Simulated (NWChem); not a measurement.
BeSiH4; SMILES [BeH][SiH3]

All runs: NWChem. Each level has its own optimisation; frequencies are unscaled.

| level | r Be–H (Å) | r Be–Si (Å) | r H–Si (Å) | highest harmonic frequency (cm⁻¹) | lowest (cm⁻¹) | zero-point energy (kcal/mol) |
|---|---|---|---|---|---|---|
| PBE0/def2-TZVP | 1.340 | 2.190 | 1.493 | 2196 | ? | 19.8 |
| LDA (Slater exchange, VWN5)/def2-SVP | 1.353 | 2.174 | 1.512 | 2138 | 338 | 19.2 |
| Hartree-Fock/STO-3G | 1.292 | 2.129 | 1.424 | 2900 | 482 | 25.9 |
| CAM-B3LYP/def2-SVP | 1.332 | 2.187 | 1.495 | 2216 | 407 | 20.4 |
| PBE0/def2-SVP | 1.340 | 2.193 | 1.501 | 2202 | 367 | 19.9 |

Task: Complete the blanks.

Result: 
- PBE0/def2-TZVP, lowest (cm⁻¹): 357
